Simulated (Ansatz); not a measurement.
Two structures of BNH$_{5}$Cl$_{3}$O, closed shell, reached by relaxing down either side of one saddle point (PBE0-D4/def2-TZVP). Energies are electronic, without zero-point energy. Program: Ansatz 0.2.0. Basis: def2-TZVPP and def2-QZVPP. Cores are frozen in the correlated methods. Extrapolation: Hartree–Fock as exp(−7.88 √X), correlation as X^−2.97. First:

```
11
angstrom
B -0.0550 -1.2232 -0.1408
Cl 1.7668 -1.0047 -0.3685
Cl -0.7085 -2.6312 -1.0953
Cl -0.5283 -1.2703 1.6319
H -0.3359 0.9169 -0.2222
N -0.7214 0.0977 -0.7328
H 1.5171 1.2484 0.7021
O 0.7833 1.8678 0.8226
H -0.5115 0.1838 -1.7240
H -1.7304 0.0586 -0.6154
H 0.5238 1.7562 1.7423
```

Second:

```
11
angstrom
B -1.3891 -1.2491 -0.0669
Cl 1.9298 1.2434 -1.5397
Cl -0.1728 -1.7253 1.1438
Cl -3.0296 -1.8471 0.1384
H 1.0548 1.7418 1.8292
N -1.0452 -0.4368 -1.1226
H 1.8407 1.2324 -0.2150
O 1.5767 1.0504 1.4135
H -0.1133 -0.0798 -1.2883
H -1.7246 -0.1605 -1.8112
H 1.0726 0.2306 1.5187
```

Question: Which bonds change from the first to the second?

Answer: BCl₃ ([Cl][B]([Cl])[Cl]) + H₂O + NH₃ → BNH₂Cl₂ ([NH2][B]([Cl])[Cl]) + HCl + H₂O; bonds formed: Cl2–H7, H5–O8; dative contacts that become bonds: B1–N6; bonds broken: B1–Cl2, H5–N6, H7–O8.

Question: Give the saddle point's structure and its height above each. (To be estimated.)

Answer: The calculation gives: 139.4 kJ/mol above the first and 72.4 kJ/mol above the second (CCSD(T) at an estimated basis limit (MP2 extrapolated from triple and quadruple zeta, plus CCSD(T) − MP2 in triple zeta)).
B1  (-0.376, -1.239, -0.165)
Cl2  (1.972, -0.697, 0.169)
Cl3  (-0.155, -2.536, -1.356)
Cl4  (-0.841, -1.677, 1.496)
H5  (0.025, 1.261, 0.058)
N6  (-0.884, 0.065, -0.615)
H7  (1.534, 0.699, 0.416)
O8  (0.821, 1.756, 0.473)
H9  (-0.891, 0.172, -1.621)
H10  (-1.810, 0.252, -0.249)
H11  (0.605, 1.943, 1.394)
(Å)

T1 diagnostic: at most 0.011.

The step is the kind of exchange with an N–H group that builds nitride films in atomic layer and chemical vapour deposition.

Labels in which every atom is bracketed show which atoms are joined, not bond orders.

For scale, one of the runs: CCSD(T)/def2-TZVPP, 289 basis functions, launched by `ansatz run in.yaml --threads 8 --pin off --events-out ev --progress --plain --max-ram 19148MiB`. The run took 3.2 min on 8 CPU threads of an Arm Neoverse V2 (shared host), with 8.8 GiB of host memory at its peak.
